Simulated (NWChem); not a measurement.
System: GaBrClF; SMILES [Br][Ga]([F])[Cl]

```xyz
4

Ga    -0.3104     0.4946     0.0000
F     -1.9931     0.9281     0.0000
Cl     1.1005     2.0732     0.0000
Br     0.2529    -1.6837     0.0000
```
Atoms are numbered in this order, from 1.

Coordinates come from a PBE0/def2-SVP optimisation.

Symmetry labels are those of Cs in the frame above (b1 and b2, or b-type labels, depend on it).

### Question
List the 4 lowest vertical singlet excitations from PBE/def2-SVPD, TDA (NWChem).

### Answer
| state | energy (eV) | oscillator strength | symmetry | leading excitation (squared amplitude) |
|---|---|---|---|---|
| S1 | 4.86 | 0.011 | a' | HOMO → LUMO (0.99) |
| S2 | 5.02 | 0.005 | a" | HOMO−1 → LUMO (1.00) |
| S3 | 5.41 | 0.022 | a' | HOMO−2 → LUMO (0.97) |
| S4 | 5.61 | 0.016 | a" | HOMO−3 → LUMO (0.98) |
